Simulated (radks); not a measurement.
Question: The mean radii <r> (bohr) of the occupied orbitals of an atom or ion are listed with their occupations. Calculated with a radial shooting solver on a logarithmic mesh with Libxc functionals: scalar-relativistic Kohn-Sham, SCAN, spin-polarised, spherical densities, finite nucleus; meta-GGA in the generalised Kohn-Sham scheme; Fermi nuclear charge, rms radius of each element as measured or else 0.836 A^(1/3) + 0.57 fm.

| orbital | occ. | <r> |
|---|---|---|
| 1s up | 1 | 0.01632 |
| 1s down | 1 | 0.01632 |
| 2s up | 1 | 0.06871 |
| 2s down | 1 | 0.06871 |
| 2p up | 3 | 0.06233 |
| 2p down | 3 | 0.06233 |
| 3s up | 1 | 0.1759 |
| 3s down | 1 | 0.1758 |
| 3p up | 3 | 0.1772 |
| 3p down | 3 | 0.1771 |
| 3d up | 5 | 0.1603 |
| 3d down | 5 | 0.1602 |
| 4s up | 1 | 0.3605 |
| 4s down | 1 | 0.3610 |
| 4p up | 3 | 0.3739 |
| 4p down | 3 | 0.3746 |
| 4d up | 5 | 0.3738 |

Name the element and its charge. Open shells, if any, are filled with parallel spins first.

Answer: Z = 81, thallium, charge +40: Tl40+ in [Kr] 4d5. The 1s radius gives Z: for a bare nucleus <r> = (2 gamma + 1)/(2Z) with gamma = sqrt(1 - (Z/c)^2), 0.01613 bohr for Z = 81, and screening makes it slightly larger (0.01632 here). The occupations add up to 41, and the charge is Z minus that.
